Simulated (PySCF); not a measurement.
# Structure from 2D NMR

Compound of formula C7H9N. Correlations simulated from computed shifts and the bond graph:

HSQC (one-bond C–H):
```csv
δH,δC
7.51,153.3
7.32,153.3
3.33,40.4
2.57,40.8
1.91,40.8
1.71,16.2
```

COSY cross peaks (H two or three bonds apart, from the bond graph; peaks can be absent where the dihedral angle is near 90°):
```csv
δH,δH
7.51,7.32
3.33,1.71
2.57,1.91
2.57,1.71
1.91,1.71
```

HMBC (two and three bonds, from the bond graph):
```csv
δH,δC
7.51,71.8
7.32,71.8
3.33,"71.8, 40.8, 16.2"
2.57,"71.8, 40.8, 40.4, 16.2"
1.91,"71.8, 40.8, 40.4, 16.2"
1.71,"71.8, 40.8, 40.4, 16.2"
```

Carbons without hydrogens: δ 71.8.

[PySCF 2.14.0 with density-fitted response routines: structure optimised with GFN2-xTB; NMR shieldings at PBE0/pcSseg-1/GIAO; non-relativistic Hamiltonian; no solvent; rapidly exchanging positions averaged; one computed conformer]

δ = σ(ref) − σ, references computed at the same level: $^{1}$H (σ = 31.72 ppm), $^{13}$C (σ = 186.93 ppm) vs TMS.

Exchangeable hydrogens are left out of these lists.

Task: Assemble the structure.

Result: `C=N[C@]12C[C@@H]3[C@H](C1)[C@@H]32`.

Atoms are numbered as in `[CH2:1]=[N:2][C@:3]12[CH2:4][C@@H:5]3[C@H:6]([CH2:7]1)[C@H:8]23`; H(Xn) means a hydrogen on atom n. Ha(C1) is cis to C3; Ha(C7) is cis to C5 on the ring; Ha(C4) is cis to C6 on the ring; Hb(C1) is trans to C3; Hb(C7) is trans to C5 on the ring; Hb(C4) is trans to C6 on the ring.

δC 153.3 is C1, a C=N carbon (δH 7.32, 7.51). δC 71.8 is C3, a fully substituted sp3 carbon bonded to N. δC 40.8 is C4/C7, an sp3 CH2 in a ring (δH 1.91, 2.57). δC 40.4 is C8, a three-membered-ring carbon (δH 3.33). δC 16.2 is C5/C6, a three-membered-ring carbon (δH 1.71). HMBC from δH 7.51 reaches the proton-free carbon C3. HMBC from δH 7.32 reaches the proton-free carbon C3. HMBC from δH 3.33 reaches the proton-free carbon C3. HMBC from δH 2.57 reaches the proton-free carbon C3. COSY links 7.51–7.32, 3.33–1.71, 2.57–1.91, 2.57–1.71, 1.91–1.71.

The data come from this structure; uniqueness wasn't tested.

Shifts are as computed. Against solution values, carbons near 30 ppm lie about +3 ppm off and those near 130 ppm about +5 ppm. Of 1211 compounds with measured shifts, 218 miss one by over three times the rms of a fit or turn the order of signals round; such compounds aren't used in these exercises.
